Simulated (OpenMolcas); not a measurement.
## Ne II: from CASSCF to CASPT2

- Program: OpenMolcas
- Basis: ANO-RCC-VDZP [3s2p1d]
- Scalar Hamiltonian: DKH2, point nucleus
- Active space: 7 electrons in 4 orbitals (2s 2p)
- State averaging: 2S+1 = 2 odd, 3 roots; 2S+1 = 2 even, 1 root
- Spin-orbit coupling: state interaction with AMFI integrals over the reference wave functions, term energies averaged over their components

Methods on the same reference wave functions:
A. CASSCF
B. SS-CASPT2, IPEA 0.25 Eh, imaginary shift 0.1 Eh (closed shells correlated: 1s)

Energies in cm-1 above 2s2 2p5 2P* 3/2, the measured ground level; measured values from NIST Handbook of Basic Atomic Spectroscopic Data.

```csv
Level,A,B,Measured
2s2 2p5 2P* 3/2,0.0,0.0,0.0
2s2 2p5 2P* 1/2,792,792,780
2s 2p6 2S 1/2,239009,222228,217048
```

Deviations, from unrounded energies. A percentage is the sum of absolute deviations over the sum of measured energies, with the sign that they share, or ± where signs differ.

| Against measurement | Levels | A | B |
| --- | --- | --- | --- |
| mean absolute deviation (cm-1) | 2 | 11000 | 2600 |
| fine structure of the ground term (%) | 1 | +1.5 | +1.5 |
| other configurations (%) | 1 | +10.1 | +2.4 |

B lies closest to measurement on these levels. The largest miss of B in the table is 2s 2p6 2S 1/2, by +5200 cm-1. The ranking rests on the paired levels alone, and a cruder setting can come out closer through cancelling errors.

The lowest spin-free term lies below A's lowest term by 0.162 hartree in B.

Without dynamic correlation excited terms often stand tens of per cent too high (terms of higher spin than the ground term too low), and those without a measured partner can miss by more than the paired ones (holds for A). Measured partners are found by configuration, term and J. A level has none where our copy of the source lacks it or the pairing is in doubt (some pairs that miss far off the trend of their configuration count as doubtful), and it then counts in no deviation. Levels of configurations outside the active space are missing.

* marks odd parity.
